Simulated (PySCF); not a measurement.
**SeH₆: breathing scan**

Level of theory: PySCF, PBE0, basis Se def2-TZVP, H def2-TZVP (no relativity, density fitting).

Rigid scan from the singlet minimum (Se–H 1.557 Å (×6); H–Se–H 90.0° (×12), H–Se–H 180.0° (×3)). Coordinate: all bonds to the central atom scaled together. Energies in kJ/mol from the minimum.

```json
{"scale of all bonds to the centre": "0.88", "E (kJ/mol)": "227.6"}
{"scale of all bonds to the centre": "0.92", "E (kJ/mol)": "90.6"}
{"scale of all bonds to the centre": "0.96", "E (kJ/mol)": "20.4"}
{"scale of all bonds to the centre": "1.00", "E (kJ/mol)": "0.0"}
{"scale of all bonds to the centre": "1.04", "E (kJ/mol)": "16.5"}
{"scale of all bonds to the centre": "1.08", "E (kJ/mol)": "59.9"}
{"scale of all bonds to the centre": "1.14", "E (kJ/mol)": "159.0"}
{"scale of all bonds to the centre": "1.22", "E (kJ/mol)": "326.7"}
{"scale of all bonds to the centre": "1.35", "E (kJ/mol)": "625.3"}
```

At long bonds a restricted determinant can lie too high, and another spin state can fall below this curve.
